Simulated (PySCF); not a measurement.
A structure optimised at PBE0-D3(BJ)/def2-SVP, used in a PySCF frequency run:

```xyz
8

Ga    -0.4658    -0.0563     0.0000
H     -2.0055     0.1377     0.0000
Cl     0.4723    -1.9758     0.0000
O      0.6927     1.2834     0.0000
C      0.3477     2.6385     0.0000
H      0.7665     3.1397    -0.8904
H      0.7665     3.1397     0.8904
H     -0.7450     2.8209     0.0000
```

**Question.** Write its SMILES, formula and point group.

**Answer.** C[O][GaH][Cl], CH4ClGaO, Cs

**Question.** What are its rotational constants (standard atomic weights)?

**Answer.** 12.801, 1.8243, 1.6131 GHz
